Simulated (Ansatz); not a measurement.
Ideal-gas functions of F₂HOSTa, SMILES `[OH][Ta]([F])([F])=[S]` at 500 K and 1 bar, from an Ansatz frequency run at PBE0-D4/def2-TZVP.

Molar mass 268.02 g/mol, point group Cs (symmetry number 1), electronic degeneracy 1, moments of inertia 174.845, 249.719, 254.432 u Å². Harmonic wavenumbers (cm⁻¹, unscaled): 169, 175, 189, 197, 203, 397, 527, 558, 685, 688, 749, 3918.

Use S(trans) = R[1.5 ln M + 2.5 ln T − 1.1517]; rotational temperatures θ = 24.2544 K / I; S(rot) = R[ln(√π/σ · √(T³/θAθBθC)) + 1.5]; for each mode x = 1.438777 ν̃/T, S = R[x/(eˣ − 1) − ln(1 − e⁻ˣ)] and H = RT x/(eˣ − 1); 1 cm⁻¹ = 0.0119627 kJ/mol; R = 8.31446 J/(mol·K).

By hand: the entropy, in J/(mol·K).

Translation 189.3. Rotation: θ = 0.1387, 0.0971, 0.0953 K, giving 122.4. Vibration, mode by mode: 14.39, 14.11, 13.48, 13.14, 12.90, 7.65, 5.61, 5.22, 3.90, 3.87, 3.37, 0.00, in all 97.6. Electronic 0.0. Sum 409.3 J/(mol·K).

By hand: H − E and G − E in kJ/mol, counted from the electronic energy.

Zero-point energy ½ × 8455 × 0.0119627 = 50.6; thermal vibration 25.2; translation, rotation and pV give 4 RT = 16.6. H − E = 92.4 kJ/mol, and G − E = 92.4 − 500 × 409.3/1000 = -112.2 kJ/mol.

Vibration gives 24 % of the entropy. The sum counts one conformer and one mirror image; others add a mixing term.
